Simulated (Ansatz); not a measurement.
Geometry optimisation, Ansatz, RKS B3LYP-D4/6-31G.

Input:

```yaml
crystal:
  periodic: [false, false, false]
  atoms:
    - { symbol: Si, position_ang: [-0.300492, 0.254942, -0.185876] }
    - { symbol: F, position_ang: [0.972794, 0.557138, -1.241112] }
    - { symbol: O, position_ang: [-0.738558, -1.360941, -0.322357] }
    - { symbol: O, position_ang: [-1.648749, 1.162585, -0.618688] }
    - { symbol: O, position_ang: [0.178564, 0.736223, 1.350998] }
    - { symbol: H, position_ang: [2.114284, -0.930951, -0.114518] }
    - { symbol: H, position_ang: [1.83884, -1.348187, 0.366938] }
    - { symbol: H, position_ang: [-1.602727, -1.651177, -0.651309] }
    - { symbol: H, position_ang: [-1.799018, 2.094704, -0.405422] }
    - { symbol: H, position_ang: [0.984862, 0.485664, 1.821348] }
basis:
  gaussian: { orbitals: "6-31G" }
hamiltonian:
  xc: b3lyp
  dispersion: d4
relax:
  f_tol: 0.03
  max_steps: 50
```

Launched with:

```bash
$ ansatz run input.yaml --threads 1 --pin off --max-ram 2048MiB --backend cpu --events-out ev --progress --plain --runs-dir out
```

Task: Where does it end, and by what steps?

Result: The run converged. The force dipped under the threshold on the way, but the program's further checks kept it going. Limits of this set-up: no polarisation functions. After 18 steps the energy has fallen by 0.177 eV; H7 moved furthest, 1.29 Å.

| step | energy less start (eV) | largest force component (eV/Å) | accepted |
| --- | --- | --- | --- |
| 0 | 0.0000 | 1.503 | yes |
| 1 | -0.1209 | 0.105 | yes |
| 2 | -0.1518 | 0.068 | yes |
| 3 | -0.1580 | 0.065 | yes |
| 4 | -0.1270 | 0.591 | no |
| 5 | -0.1614 | 0.035 | yes |
| 6 | -0.1627 | 0.053 | yes |
| 7 | -0.1638 | 0.194 | yes |
| 8 | -0.1653 | 0.153 | yes |
| 9 | -0.1676 | 0.186 | yes |
| 10 | -0.1685 | 0.285 | yes |
| 11 | -0.1707 | 0.095 | yes |
| 12 | -0.1722 | 0.026 | yes |
| 13 | -0.1737 | 0.178 | yes |
| 14 | -0.1749 | 0.078 | yes |
| 15 | -0.1758 | 0.030 | yes |
| 16 | -0.1763 | 0.051 | yes |
| 17 | -0.1765 | 0.047 | yes |
| 18 | -0.1766 | 0.022 | yes |

```xyz
10
Properties=species:S:1:pos:R:3
Si -0.557 0.174 -0.229
F 0.716 0.121 -1.327
O -1.354 -1.301 -0.288
O -1.640 1.388 -0.642
O 0.098 0.505 1.279
H 2.632 -0.736 0.055
H 3.062 -1.016 0.594
H -2.193 -1.472 -0.738
H -1.544 2.332 -0.451
H 0.779 0.004 1.747
```

The run took 2.5 min on 1 CPU thread of a shared host.
